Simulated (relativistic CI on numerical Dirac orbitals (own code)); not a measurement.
Nb+ (4d4) in a crystal field

Calculated by Dirac-Coulomb-Breit CI, orbitals from a KLI potential per configuration, QED by a radiative potential, valence Slater integrals scaled by 0.9, one configuration in a parametric crystal field (own radial code). With so little scaling, terms lie 10 to 35 % too far apart, which can change the order of excited levels.

Field parameters in Wybourne normalisation: Oh B⁴₀ = 21Dq, B⁴₄ = √(5/14) B⁴₀. The field is a parameter set, without covalency.

S is read from ⟨S²⟩ = S(S + 1).

Site symmetry Oh; labels are those of the double group. Computed levels in cm⁻¹ above the lowest, in rising order:

| Δ (size of 10Dq) | Lowest | No. 2 | No. 3 | No. 4 | No. 5 | No. 6 | No. 7 | No. 8 |
| --- | --- | --- | --- | --- | --- | --- | --- | --- |
| 3450 | A1 | 33 T1 | 65 E | 89 T2 | 114 A2 | 3357 T2 | 3377 T1 | 3403 A1 |
| 6200 | A1 | 26 T1 | 51 E | 70 T2 | 90 A2 | 6073 T2 | 6078 T1 | 6083 A1 |
| 8950 | A1 | 31 T1 | 61 E | 83 T2 | 105 A2 | 4021 A1 | 4204 T1 | 4453 T2 |
| 11700 | A1 | 74 T1 | 141 E | 182 T2 | 224 A2 | 1674 A1 | 1815 T1 | 2027 T2 |
| 14450 | A1 | 237 T1 | 592 E | 649 T2 | 1573 A2 | 1643 T2 | 1704 E | 1724 T1 |
| 17200 | A1 | 226 T1 | 582 E | 593 T2 | 4111 A2 | 4127 T2 | 4142 E | 4156 T1 |
| 19950 | A1 | 220 T1 | 575 E | 579 T2 | 6756 A2 | 6764 T2 | 6772 E | 6780 T1 |
| 22750 | A1 | 217 T1 | 572 E | 573 T2 | 7022 T2 | 7813 E | 9479 A2 | 9484 T2 |
| 25500 | A1 | 215 T1 | 570 T2 | 571 E | 7091 T2 | 7855 E | 12170 A2 | 12173 T2 |
| 28250 | A1 | 213 T1 | 569 T2 | 570 E | 7153 T2 | 7888 E | 14870 A2 | 14873 T2 |
| 31000 | A1 | 212 T1 | 568 T2 | 569 E | 7209 T2 | 7916 E | 16217 A1 | 17578 A2 |
| 33750 | A1 | 211 T1 | 567 T2 | 569 E | 7259 T2 | 7939 E | 16488 A1 | 20293 A2 |

Ground-state S against |10Dq| in cm⁻¹: 3450: 2.00, 6200: 1.99, 8950: 1.98, 11700: 1.90, 14450: 1.14, 17200: 1.02, 19950: 1.01, 22750: 1.00, 25500: 1.00, 28250: 1.00, 31000: 1.00, 33750: 1.00.

The spin changes between |10Dq| = 11700 and 14450 cm⁻¹.
